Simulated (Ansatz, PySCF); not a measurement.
Another site gives an ion 56082.52 eV lower (`O[SiH2]Br`) at the level CAM-B3LYP-D3(BJ)/def2-TZVPD (PySCF).

Calculation: CAM-B3LYP-D3(BJ)/def2-TZVPD run with Ansatz (a quantum-chemistry and plane-wave program). No frequencies were computed at this level.

Ansatz 0.2 input:
```yaml
crystal:
  periodic: [false, false, false]
  atoms:
    - { symbol: C, position_ang: [-1.532169, -0.71927, -0.415712] }
    - { symbol: S, position_ang: [-0.801587, 0.709597, 0.417024] }
    - { symbol: O, position_ang: [-0.532985, 0.312683, 1.842878] }
    - { symbol: Si, position_ang: [1.1896, 0.676116, -0.368643] }
    - { symbol: O, position_ang: [2.189619, 0.21034, 0.874162] }
    - { symbol: H, position_ang: [-1.576132, -0.538215, -1.492638] }
    - { symbol: H, position_ang: [-2.548348, -0.855008, -0.036762] }
    - { symbol: H, position_ang: [-0.95182, -1.621896, -0.20755] }
    - { symbol: H, position_ang: [1.576801, 2.023795, -0.850929] }
    - { symbol: H, position_ang: [1.279948, -0.305121, -1.47817] }
    - { symbol: H, position_ang: [1.707073, 0.10698, 1.716339] }
basis:
  gaussian: { orbitals: def2-tzvpd }
hamiltonian:
  xc: cam_b3lyp
  dispersion: d3bj
relax:
  max_steps: 150
```

Output:

```
[...]
1428 factors; their error is unknown
603 factors; integrals over basis functions are off by at most 9.0e-7 eV
mean field -23943.89437093 eV, -879.9218883770 hartree, gradient 1.6e-5 eV, S^2 0.000000; 0 other end points of the search recorded, 0 dependent functions left out
reference -23943.89452419 eV, -879.9218940094 hartree; 29, 29 occupied and 231, 231 virtual orbitals, 1428 factors
relax step   2: F+E_penalty+E_count = -23944.12029549 eV  Δ(F+E_penalty+E_count) = -1.145e-1 eV  max|allowed force component| = 9.700e-1 eV/Å  Δτ_max = 0.1917 Å  (38 SCF iters, accepted)
these checks for a lower state are left out or cut short: starts, cluster_reference, orbital_swaps, neighbouring_geometries, increment
1428 factors; their error is unknown
603 factors; integrals over basis functions are off by at most 8.6e-7 eV
mean field evaluation 32: about -23943.9281 eV, gradient 3.7e-3 eV
mean field -23943.92806177 eV, -879.9231264928 hartree, gradient 1.3e-5 eV, S^2 0.000000; 0 other end points of the search recorded, 0 dependent functions left out
reference -23943.92821498 eV, -879.9231321229 hartree; 29, 29 occupied and 231, 231 virtual orbitals, 1428 factors
relax step   3: F+E_penalty+E_count = -23944.15334345 eV  Δ(F+E_penalty+E_count) = -3.305e-2 eV  max|allowed force component| = 5.998e-1 eV/Å  Δτ_max = 0.0700 Å  (38 SCF iters, accepted)
these checks for a lower state are left out or cut short: starts, cluster_reference, orbital_swaps, neighbouring_geometries, increment
1428 factors; their error is unknown
603 factors; integrals over basis functions are off by at most 7.5e-7 eV
mean field -23943.91895867 eV, -879.9227919598 hartree, gradient 2.7e-5 eV, S^2 0.000000; 0 other end points of the search recorded, 0 dependent functions left out
reference -23943.91911104 eV, -879.9227975596 hartree; 29, 29 occupied and 231, 231 virtual orbitals, 1428 factors
relax step   4: F+E_penalty+E_count = -23944.14498245 eV  Δ(F+E_penalty+E_count) = +8.361e-3 eV  max|allowed force component| = 3.973e-1 eV/Å  Δτ_max = 0.0829 Å  (39 SCF iters, rejected (line search))
these checks for a lower state are left out or cut short: starts, cluster_reference, orbital_swaps, neighbouring_geometries, increment
1428 factors; their error is unknown
603 factors; integrals over basis functions are off by at most 8.0e-7 eV
mean field -23943.93915565 eV, -879.9235341853 hartree, gradient 2.6e-5 eV, S^2 0.000000; 0 other end points of the search recorded, 0 dependent functions left out
reference -23943.93930854 eV, -879.9235398037 hartree; 29, 29 occupied and 231, 231 virtual orbitals, 1428 factors
relax step   5: F+E_penalty+E_count = -23944.16475074 eV  Δ(F+E_penalty+E_count) = -1.141e-2 eV  max|allowed force component| = 1.250e-1 eV/Å  Δτ_max = 0.0404 Å  (37 SCF iters, accepted)
these checks for a lower state are left out or cut short: starts, cluster_reference, orbital_swaps, neighbouring_geometries, increment
1428 factors; their error is unknown
603 factors; integrals over basis functions are off by at most 7.5e-7 eV
mean field -23943.94098581 eV, -879.9236014425 hartree, gradient 1.1e-5 eV, S^2 0.000000; 0 other end points of the search recorded, 0 dependent functions left out
reference -23943.94113837 eV, -879.9236070487 hartree; 29, 29 occupied and 231, 231 virtual orbitals, 1428 factors
relax step   6: F+E_penalty+E_count = -23944.16702041 eV  Δ(F+E_penalty+E_count) = -2.270e-3 eV  max|allowed force component| = 9.264e-2 eV/Å  Δτ_max = 0.0579 Å  (39 SCF iters, accepted)
these checks for a lower state are left out or cut short: starts, cluster_reference, orbital_swaps, neighbouring_geometries, increment
1428 factors; their error is unknown
603 factors; integrals over basis functions are off by at most 7.4e-7 eV
mean field -23943.94225609 eV, -879.9236481244 hartree, gradient 9.9e-6 eV, S^2 0.000000; 0 other end points of the search recorded, 0 dependent functions left out
reference -23943.94240855 eV, -879.9236537273 hartree; 29, 29 occupied and 231, 231 virtual orbitals, 1428 factors
relax step   7: F+E_penalty+E_count = -23944.16852454 eV  Δ(F+E_penalty+E_count) = -1.504e-3 eV  max|allowed force component| = 5.873e-2 eV/Å  Δτ_max = 0.0176 Å  (40 SCF iters, accepted)
these checks for a lower state are left out or cut short: starts, cluster_reference, orbital_swaps, neighbouring_geometries, increment
1428 factors; their error is unknown
603 factors; integrals over basis functions are off by at most 7.2e-7 eV
mean field evaluation 64: about -23943.9257 eV, gradient 2.0e-2 eV
mean field -23943.94366904 eV, -879.9237000494 hartree, gradient 1.1e-5 eV, S^2 0.000000; 0 other end points of the search recorded, 0 dependent functions left out
reference -23943.94382149 eV, -879.9237056519 hartree; 29, 29 occupied and 231, 231 virtual orbitals, 1428 factors
relax step   8: F+E_penalty+E_count = -23944.17009805 eV  Δ(F+E_penalty+E_count) = -1.574e-3 eV  max|allowed force component| = 3.039e-2 eV/Å  Δτ_max = 0.0364 Å  (38 SCF iters, accepted)
these checks for a lower state are left out or cut short: starts, cluster_reference, orbital_swaps, neighbouring_geometries, increment
1428 factors; their error is unknown
603 factors; integrals over basis functions are off by at most 6.8e-7 eV
mean field -23943.94507587 eV, -879.9237517495 hartree, gradient 1.8e-5 eV, S^2 0.000000; 0 other end points of the search recorded, 0 dependent functions left out
reference -23943.94522835 eV, -879.9237573529 hartree; 29, 29 occupied and 231, 231 virtual orbitals, 1428 factors
relax step   9: F+E_penalty+E_count = -23944.17184894 eV  Δ(F+E_penalty+E_count) = -1.751e-3 eV  max|allowed force component| = 7.747e-2 eV/Å  Δτ_max = 0.0826 Å  (39 SCF iters, accepted)
these checks for a lower state are left out or cut short: starts, cluster_reference, orbital_swaps, neighbouring_geometries, increment
1428 factors; their error is unknown
603 factors; integrals over basis functions are off by at most 6.8e-7 eV
mean field -23943.94608627 eV, -879.9237888807 hartree, gradient 9.8e-6 eV, S^2 0.000000; 0 other end points of the search recorded, 0 dependent functions left out
reference -23943.94623869 eV, -879.9237944823 hartree; 29, 29 occupied and 231, 231 virtual orbitals, 1428 factors
relax step  10: F+E_penalty+E_count = -23944.17308928 eV  Δ(F+E_penalty+E_count) = -1.240e-3 eV  max|allowed force component| = 9.563e-2 eV/Å  Δτ_max = 0.0258 Å  (38 SCF iters, accepted)
these checks for a lower state are left out or cut short: starts, cluster_reference, orbital_swaps, neighbouring_geometries, increment
1428 factors; their error is unknown
603 factors; integrals over basis functions are off by at most 6.7e-7 eV
mean field -23943.94733677 eV, -879.9238348358 hartree, gradient 1.1e-5 eV, S^2 0.000000; 0 other end points of the search recorded, 0 dependent functions left out
reference -23943.94748912 eV, -879.9238404347 hartree; 29, 29 occupied and 231, 231 virtual orbitals, 1428 factors
relax step  11: F+E_penalty+E_count = -23944.17458184 eV  Δ(F+E_penalty+E_count) = -1.493e-3 eV  max|allowed force component| = 7.502e-2 eV/Å  Δτ_max = 0.0449 Å  (38 SCF iters, accepted)
these checks for a lower state are left out or cut short: starts, cluster_reference, orbital_swaps, neighbouring_geometries, increment
1428 factors; their error is unknown
603 factors; integrals over basis functions are off by at most 6.7e-7 eV
mean field evaluation 96: about -23943.9477 eV, gradient 1.0e-5 eV
mean field -23943.94765424 eV, -879.9238465026 hartree, gradient 1.0e-5 eV, S^2 0.000000; 0 other end points of the search recorded, 0 dependent functions left out
reference -23943.94780655 eV, -879.9238521000 hartree; 29, 29 occupied and 231, 231 virtual orbitals, 1428 factors
relax step  12: F+E_penalty+E_count = -23944.17504329 eV  Δ(F+E_penalty+E_count) = -4.615e-4 eV  max|allowed force component| = 4.831e-2 eV/Å  Δτ_max = 0.0256 Å  (40 SCF iters, accepted)
these checks for a lower state are left out or cut short: starts, cluster_reference, orbital_swaps, neighbouring_geometries, increment
1428 factors; their error is unknown
603 factors; integrals over basis functions are off by at most 6.8e-7 eV
mean field -23943.94750810 eV, -879.9238411321 hartree, gradient 1.0e-5 eV, S^2 0.000000; 0 other end points of the search recorded, 0 dependent functions left out
reference -23943.94766037 eV, -879.9238467278 hartree; 29, 29 occupied and 231, 231 virtual orbitals, 1428 factors
relax step  13: F+E_penalty+E_count = -23944.17499106 eV  Δ(F+E_penalty+E_count) = +5.223e-5 eV  max|allowed force component| = 4.081e-2 eV/Å  Δτ_max = 0.0342 Å  (39 SCF iters, rejected (line search))
these checks for a lower state are left out or cut short: starts, cluster_reference, orbital_swaps, neighbouring_geometries, increment
1428 factors; their error is unknown
603 factors; integrals over basis functions are off by at most 6.7e-7 eV
mean field -23943.94776600 eV, -879.9238506099 hartree, gradient 9.8e-6 eV, S^2 0.000000; 0 other end points of the search recorded, 0 dependent functions left out
reference -23943.94791828 eV, -879.9238562060 hartree; 29, 29 occupied and 231, 231 virtual orbitals, 1428 factors
relax step  14: F+E_penalty+E_count = -23944.17524665 eV  Δ(F+E_penalty+E_count) = -2.034e-4 eV  max|allowed force component| = 2.936e-2 eV/Å  Δτ_max = 0.0167 Å  (39 SCF iters, accepted)
these checks for a lower state are left out or cut short: starts, cluster_reference, orbital_swaps, neighbouring_geometries, increment
1428 factors; their error is unknown
603 factors; integrals over basis functions are off by at most 6.8e-7 eV
mean field -23943.94778553 eV, -879.9238513276 hartree, gradient 9.8e-6 eV, S^2 0.000000; 0 other end points of the search recorded, 0 dependent functions left out
reference -23943.94793780 eV, -879.9238569235 hartree; 29, 29 occupied and 231, 231 virtual orbitals, 1428 factors
relax step  15: F+E_penalty+E_count = -23944.17529945 eV  Δ(F+E_penalty+E_count) = -5.279e-5 eV  max|allowed force component| = 3.011e-2 eV/Å  Δτ_max = 0.0132 Å  (39 SCF iters, accepted)
these checks for a lower state are left out or cut short: starts, cluster_reference, orbital_swaps, neighbouring_geometries, increment
1428 factors; their error is unknown
603 factors; integrals over basis functions are off by at most 6.8e-7 eV
mean field -23943.94780461 eV, -879.9238520287 hartree, gradient 1.7e-5 eV, S^2 0.000000; 0 other end points of the search recorded, 0 dependent functions left out
reference -23943.94795688 eV, -879.9238576245 hartree; 29, 29 occupied and 231, 231 virtual orbitals, 1428 factors
relax step  16: F+E_penalty+E_count = -23944.17532666 eV  Δ(F+E_penalty+E_count) = -2.721e-5 eV  max|allowed force component| = 1.158e-2 eV/Å  Δτ_max = 0.0008 Å  (29 SCF iters, accepted)
these checks for a lower state are left out or cut short: starts, cluster_reference, orbital_swaps, neighbouring_geometries, increment
1428 factors; their error is unknown
603 factors; integrals over basis functions are off by at most 6.8e-7 eV
mean field evaluation 128: about -23943.9478 eV, gradient 1.2e-4 eV
mean field -23943.94781597 eV, -879.9238524460 hartree, gradient 2.7e-5 eV, S^2 0.000000; 0 other end points of the search recorded, 0 dependent functions left out
reference -23943.94796825 eV, -879.9238580423 hartree; 29, 29 occupied and 231, 231 virtual orbitals, 1428 factors
relax step  17: F+E_penalty+E_count = -23944.17532371 eV  Δ(F+E_penalty+E_count) = +2.945e-6 eV  max|allowed force component| = 1.314e-2 eV/Å  Δτ_max = 0.0029 Å  (40 SCF iters, rejected (line search))
these checks for a lower state are left out or cut short: starts, cluster_reference, orbital_swaps, neighbouring_geometries, increment
1428 factors; their error is unknown
603 factors; integrals over basis functions are off by at most 6.8e-7 eV
mean field -23943.94782407 eV, -879.9238527440 hartree, gradient 1.8e-5 eV, S^2 0.000000; 0 other end points of the search recorded, 0 dependent functions left out
reference -23943.94797635 eV, -879.9238583400 hartree; 29, 29 occupied and 231, 231 virtual orbitals, 1428 factors
relax step  18: F+E_penalty+E_count = -23944.17534261 eV  Δ(F+E_penalty+E_count) = -1.596e-5 eV  max|allowed force component| = 6.608e-3 eV/Å  Δτ_max = 0.0014 Å  (30 SCF iters, accepted)
1428 factors; their error is unknown
603 factors; integrals over basis functions are off by at most 6.8e-7 eV
mean field -23943.94782407 eV, -879.9238527440 hartree, gradient 1.9e-5 eV, S^2 0.000000; 1 other end points of the search recorded, 0 dependent functions left out
reference -23943.94797635 eV, -879.9238583400 hartree; 29, 29 occupied and 231, 231 virtual orbitals, 1428 factors
Total energy: -23944.17549489 eV, -879.9322194920 hartree
Atom 0 at    -1.447913    -0.756390    -0.326443 Å, force    -0.001748    -0.000797    -0.000631 eV/Å
Atom 1 at    -0.842597     0.812275     0.330118 Å, force     0.003226    -0.000203     0.006608 eV/Å
Atom 2 at    -0.513973     0.573566     1.792918 Å, force    -0.001795     0.002066    -0.005733 eV/Å
Atom 3 at     1.250861     0.687385    -0.455818 Å, force    -0.000556     0.001012    -0.000443 eV/Å
Atom 4 at     1.923012    -0.085495     0.800886 Å, force    -0.002317     0.002435    -0.004129 eV/Å
Atom 5 at    -1.578464    -0.657111    -1.403947 Å, force    -0.000120    -0.000308    -0.002291 eV/Å
Atom 6 at    -2.408971    -0.948496     0.145972 Å, force    -0.000485     0.000796     0.001029 eV/Å
Atom 7 at    -0.752730    -1.560746    -0.092996 Å, force     0.001415    -0.001319    -0.000266 eV/Å
Atom 8 at     1.734804     2.064102    -0.663213 Å, force     0.000009     0.000131    -0.000057 eV/Å
Atom 9 at     1.315393    -0.097299    -1.702417 Å, force     0.000509    -0.000988     0.000645 eV/Å
Atom 10 at     1.320578    -0.031791     1.574941 Å, force     0.001863    -0.002826     0.005267 eV/Å
Dipole moment:    -0.216701    -0.117858    -0.744320 e Å
```

Cost: about 10 core-minutes (a rough figure).
